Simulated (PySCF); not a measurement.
# Dipole moment and polarisability of ZrI2Cl2

Species: ZrI2Cl2 (singlet state).
Cartesian coordinates in Å at the PBE0-D3(BJ)/def2-SVP level; atoms count from 1:
```
atom  x, y, z in Å
Zr1   -0.0425   -0.0162   -0.0625
I2    -0.4501   -0.0653    2.5885
I3     2.5943   -0.0297   -0.5482
Cl4   -1.0035    1.8685   -0.9997
Cl5   -1.0234   -1.8678   -1.0402
```

Level: wB97X-D/def2-SVPD (PySCF), static field, nuclei fixed, core orbitals frozen in the response. The polarisability tensor in these axes (au):

```
x   151.43   0.02 -11.38
y     0.02 123.94  -0.59
z   -11.38  -0.59 152.27
```

**Question.** Give the principal values, the mean and the anisotropy Δα = √{½[(α1 − α2)² + (α2 − α3)² + (α1 − α3)²]}.

**Answer.** Principal values 123.92, 140.47 and 163.24 au; mean 142.54 au = 21.12 Å³ = 23.50 × 10⁻⁴⁰ C²·m²/J; Δα = 34.20 au (24 % of the mean).

**Question.** What is the dipole moment, and where does it point?

**Answer.** (0.42, 0.00, 0.42) D, 0.60 D in size, pointing from the negative to the positive side. Measured along this direction, the outermost atoms are Cl5 and Cl4 at the negative end and I2 and I3 at the positive end.

**Question.** What depolarisation ratio follows for Rayleigh scattering of linearly polarised light, taking the static tensor?

**Answer.** ρ = 3Δα²/(45ᾱ² + 4Δα²) = 3508.0/(914341 + 4677.3) = 0.00382.

**Question.** Refractivity n − 1 of an ideal gas of it at 350 K and 1 atm, from the electronic α?

**Answer.** N = p/kT = 2.0968 × 10¹⁹ cm⁻³, so n − 1 = 2π × N × 21.12 × 10⁻²⁴ cm³ = 2783 × 10⁻⁶ at long wavelengths.

**Question.** Find the Langevin capture rate constant for NO+ (29.998 u) meeting this molecule (413.651 u), k = 2.342 × 10⁻⁹ cm³/s × √(α in Å³ / reduced mass in u).

**Answer.** The reduced mass is 27.97 u, so k = 2.04 × 10⁻⁹ cm³/s. The formula leaves out the permanent dipole, which adds to the capture rate.

**Question.** Orientational against electronic polarisability at 298 K (dilute gas, rigid molecules)?

**Answer.** In Gaussian units μ²/3kT = 2.88 Å³ against 21.12 Å³, a ratio of 0.14; the Debye molar polarisation (4π/3)N_A(α + μ²/3kT) is 60.5 cm³/mol, leaving out the vibrational part.

Geometry: PBE0-D3(BJ)/def2-SVP; no solvent, vibrations or thermal averaging. Atoms past krypton carry effective core potentials; spin–orbit coupling is left out.
